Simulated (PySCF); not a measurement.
# Input and output

[CeF2]2+ (singlet). PySCF 2.14.0, RKS PBE0, Ce def2-SVP with ECP28, F def2-SVP; non-relativistic Hamiltonian with scalar-relativistic core potentials where named; density fitting; no spin-orbit coupling. Purpose: finer grid at the relaxed geometry.

```python
mol = gto.M(atom='''
Ce     0.00000     0.00000     0.37943
F      1.86560    -0.00000     0.38029
F     -1.86560     0.00000     0.38029''',
    basis={'Ce': 'def2-SVP', 'F': 'def2-SVP'},
    ecp={'Ce': 'def2-SVP'},
    charge=2, spin=0)
mf = dft.RKS(mol, xc='PBE0')
mf.grids.atom_grid = (75, 302)  # f atoms: unpruned, at least (60, 302)
mf = mf.density_fit()  # fitting sets: Ce def2-universal-JKFIT, F def2-universal-JKFIT
mf.conv_tol = 1e-09; mf.max_cycle = 55
mf.kernel(dm0)  # dm0: converged density of the relaxed state
mf.nuc_grad_method().kernel()
```

Run from Python with OMP_NUM_THREADS=2; the lines above give its settings. Where DIIS fails, smearing, a level shift and second-order steps follow.
It took 8 s on 2 threads of Arm Neoverse V2, with other jobs on the host, with gradient, populations and further properties, from an already converged density.

Q: Where do the frontier levels lie, over both spins?

A: HOMO -24.39 eV, LUMO -18.14 eV. 

Q: What are the Mulliken charges and spins?

A: 
```json
{"atom": "Ce1", "charge (e)": "1.971", "spin (e)": "0.000"}
{"atom": "F2", "charge (e)": "0.014", "spin (e)": "0.000"}
{"atom": "F3", "charge (e)": "0.014", "spin (e)": "0.000"}
```

Q: What forces act on the atoms (eV/Å)?

A: 
```
Ce  0.00 0.00 0.00
F   0.00 0.00 0.00
F   0.00 0.00 0.00
```
Forces carry noise of the integration grid, about 0.01 to 0.03 eV/Å.
